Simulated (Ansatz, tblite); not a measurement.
Isomers of Cu₆Si⁺ (doublet), found by a short tight-binding search and relaxed with PBE-D4/def2-SVP in Ansatz.

The xTB rows come from tblite.

Run but left out: HF/STO-3G, HF/def2-SVP, MP2/def2-SVP (A: ⟨S²⟩ 1.26 to 8.73, where a pure state has 0.75).

Other spin states weren't relaxed.

A:

```
atom    x (Å)    y (Å)    z (Å)
 Si1   0.3335  -0.3476  -1.8205
 Cu2  -0.8463  -0.6968   0.2068
 Cu3   0.2084   0.8036   1.8264
 Cu4   0.6227  -1.5481   1.9129
 Cu5   1.5633  -0.1742   0.1102
 Cu6  -1.8448   0.3519  -1.7018
 Cu7  -0.0368   1.6112  -0.5339
```

B:

| atom | x (Å) | y (Å) | z (Å) |
| --- | --- | --- | --- |
| Si1 | -0.8150 | 0.6220 | 1.4186 |
| Cu2 | -1.3695 | -0.7474 | -0.3783 |
| Cu3 | -0.1554 | 1.4602 | -0.6487 |
| Cu4 | -0.3637 | -0.1082 | -2.5165 |
| Cu5 | 1.4561 | 0.8329 | 1.2405 |
| Cu6 | 0.2190 | -1.4166 | 1.5160 |
| Cu7 | 1.0284 | -0.6430 | -0.6316 |

C:

```xyz
7

Si   -1.894   -0.228    0.188
Cu    1.806   -0.433    0.826
Cu    0.044   -1.158   -0.743
Cu    1.459    0.824   -1.150
Cu   -0.379   -1.115    1.697
Cu   -0.086    1.153    0.747
Cu   -0.951    0.956   -1.564
```

Problem. Estimate which lies lowest at each level, and how far above it the others are (kcal/mol).

Solution. 
| level | A | B | C |
| --- | --- | --- | --- |
| GFN1-xTB | 3.3 | 0.0 | 4.1 |
| GFN2-xTB | 14.6 | 0.0 | 10.2 |
| PBE-D4/def2-SVP | 10.0 | 0.0 | 6.4 |
| PBE-D4/def2-TZVP | 9.1 | 0.0 | 8.4 |
| r2SCAN-D4/def2-TZVP | 9.1 | 0.0 | 8.0 |
| r2SCANh-D4/def2-TZVP | 9.6 | 0.0 | 9.2 |
| PBE0-D4/def2-SVP | 10.9 | 0.0 | 9.2 |
| PBE0-D4/def2-TZVP | 10.4 | 0.0 | 11.2 |
Point groups (tolerance 0.1 Å): A not assigned, B Cs, C C2v. Lower isomers may exist. From def2-SVP to def2-TZVP the PBE0 values move by up to 2.0 kcal/mol, so results in the small set are rough.
